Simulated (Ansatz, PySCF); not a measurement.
Process, species as SMILES: N[SiH2]N → N[SiH]N + H atom (the H-Si bond at the site shown breaks; other sites are not compared here)
Each molecule is optimised on its own at B3LYP-D3(BJ)/def2-TZVP (Ansatz, an electronic-structure program), one conformer each, not searched for the lowest. Frequencies are from Ansatz or PySCF.
Geometry of the first species:
SMILES: [SiH2](N)N
```xyz
9

Si     0.0195    -0.4378    -0.1029
N      1.3660     0.5720    -0.4677
N     -1.3998     0.1869     0.6462
H      0.5367    -1.4591     0.8334
H     -0.4283    -0.9755    -1.4059
H      1.9937     0.8943     0.2518
H      1.3509     1.2078    -1.2495
H     -1.4228     0.4074     1.6293
H     -2.0665     0.7416     0.1328
```

Wanted: bond dissociation energy (enthalpy at 298 K, with B3LYP-D3(BJ) rigid-rotor harmonic-oscillator terms), in kJ/mol. Correlated levels leave the core frozen unless marked. Open shells are spin-unrestricted. No spin-orbit coupling. Non-relativistic. CBS marks a two-point X^-3 extrapolation of the correlation energy; Hartree-Fock from the larger set.

CCSD(T)/CBS(cc-pV(T+d)Z,cc-pV(Q+d)Z) (Ansatz) gives 391.9 kJ/mol.

Task: Another calculation gave 390.3 kJ/mol. Which level was it?
A) wB97M-V/def2-TZVPD (Ansatz)
B) revPBE/def2-TZVPD (Ansatz)
C) B3LYP/def2-TZVPD (Ansatz)
D) HSE06/def2-TZVPD (Ansatz)

Result: A, wB97M-V/def2-TZVPD (Ansatz). The others give 364.9 (HSE06), 377.2 (B3LYP), 352.2 (revPBE) kJ/mol.
